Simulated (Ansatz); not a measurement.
Species: CH₅GeO, charge 0, multiplicity 2. SMILES: [CH2][O][GeH3]
Structure (B3LYP-D3(BJ)/def2-TZVP (Ansatz, a first-principles code) minimum search):
```
O
C 1 1.3543
H 2 1.0811 1 114.93
H 2 1.0858 3 120.72 1 -155.08
Ge 1 1.8074 2 119.69 3 174.46
H 5 1.5304 1 103.90 2 170.02
H 5 1.5370 6 112.72 1 -117.02
H 5 1.5392 6 112.81 7 -126.76
```
Charge 0, spin multiplicity 2.

Wanted: atomisation energy, in kcal/mol. Conventions: six Cartesian d functions in 6-31G* and its kin unless marked 5d; atomisation electronic, to ground-state atoms; dispersion terms only where a functional's name holds one; non-relativistic; no spin-orbit coupling; UHF or UKS for open shells; LANL2DZ with its own core potentials from Na on. First-principles rows: single points at B3LYP-D3(BJ) geometries (Ansatz).

```csv
level,program,atomisation energy (kcal/mol)
PBE/STO-3G,Ansatz,782.6
PBE/3-21G,Ansatz,606.8
PBE/LANL2DZ,Ansatz,579.6
PBE/6-31G*,Ansatz,596.7
PBE/def2-SVP,Ansatz,604.8
PBE/6-31G* with LANL2DZ past Ar,Ansatz,593.2
PBE/def2-TZVPD,Ansatz,602.4
```

No value to compare with is used here. The 6 habitual levels span 579.6 (PBE/LANL2DZ) to 782.6 kcal/mol (PBE/STO-3G); PBE/def2-TZVPD gives 602.4.

The sets are all those run for this method; left out are runs that failed, that the program found above a lower state of the same kind, or whose <S^2> lies over 0.5 above the pure value.
